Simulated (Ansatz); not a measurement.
Consider the atomization: `F[C]1=[C](Cl)[GeH2]1` → 2 C• + Cl• + F• + Ge• + 2 H•.

Isolated molecules relaxed with PBE0-D4/def2-TZVP in Ansatz; ΔE leaves out vibrations. CCSD(T)/CBS is the MP2 limit (def2-TZVPP, def2-QZVPP) plus CCSD(T) − MP2 in def2-TZVPP, frozen cores. This one scheme is used for every species, atoms too. Functionals use def2-TZVPP. B3LYP here is the variant with VWN-RPA as its local correlation; programs differ in this. Open shells (•) are unrestricted, without spin–orbit coupling. Spin–orbit coupling would lower the free atoms: a little for C, Cl, F; clearly for Ge. For Ge outer-core shells are correlated without core-valence functions, so the limit isn't a true one: a few kJ/mol of doubt a bond, and 10 to 20 or more in all where bonds break to atoms. Scalar relativity is left out up to krypton.

| level | ΔE (kJ/mol) |
| --- | --- |
| B3LYP | 2309.2 |
| HF/CBS(def2) | 1530.6 |

(1) What does CCSD(T)/CBS give? (Estimate.)

Largest T1 diagnostic among the species: 0.013.

Results:

(1) The calculation gave: +2359.5 kJ/mol. The listed levels differ from it by -50.3, -828.9 kJ/mol.

At CCSD(T), def2-SVP lies −157.6 kJ/mol from the extrapolated value and def2-TZVPP −69.0 kJ/mol: correlation converges slowly with the basis, and small sets miss more of it in the bonded molecule than in its fragments. The D4 term adds +27.8 kJ/mol with B3LYP and +14.4 kJ/mol with PBE0; it sums over pairs of atoms, weighted by their polarisabilities, and B3LYP, whose exchange is more repulsive, gets the larger term.

For atomizations the MP2-based limit and the directly extrapolated one differ by several kJ/mol either way, and by 10 to 25 for some Ge, Se and Sn compounds, so smaller differences from it don't rank the levels.
